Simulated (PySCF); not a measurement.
Delta-SCF ions had no search for a lower state. 

# H$_{4}$Ge, SMILES `[GeH4]` (charge 0, multiplicity 1)

The numbers are results of CAM-B3LYP-D3(BJ)/def2-TZVP (PySCF), not measurements.

```yaml
HOMO: -11.08 eV
dipole_moment: 0.00 D
LUMO: 1.97 eV
HOMO–LUMO gap: 13.06 eV
vertical ionisation energy (Delta-SCF): 12.41 eV
adiabatic ionisation energy (no zero-point term): 11.62 eV
hole reorganisation energy (four-point): 1.652 eV
total_energy: -2079.5074 Ha
cost: roughly 30 core-seconds
```

```xyz
5

Ge     0.0000     0.0000     0.0000
H     -0.8924     1.0793    -0.6138
H      0.3264    -1.0541    -1.0585
H      1.2965     0.6359     0.5030
H     -0.7305    -0.6611     1.1694
```
Charge 0, spin multiplicity 1.
